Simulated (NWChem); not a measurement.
C₂H₇ISi; SMILES C[SiH](C)I

No frequency run checked for a minimum. def2 effective core potentials on I; no spin-orbit coupling.

Problem. Give the equilibrium geometry at PBE-D3(BJ)/def2-SVP with def2 effective core potentials on I (NWChem) as a Z-matrix, with the point group.

Solution. point group Cs; any orientation.
```
Si
H 1 1.5042
C 1 1.8823 2 110.71
H 3 1.1077 1 111.02 2 57.00
H 3 1.1083 4 108.36 1 -121.73
H 3 1.1105 4 108.42 5 -117.57
C 1 1.8823 2 110.71 3 -125.31
H 7 1.1077 1 111.02 2 -57.00
H 7 1.1083 8 108.36 1 121.73
H 7 1.1105 8 108.42 9 117.57
I 1 2.4896 2 105.90 3 117.35
```
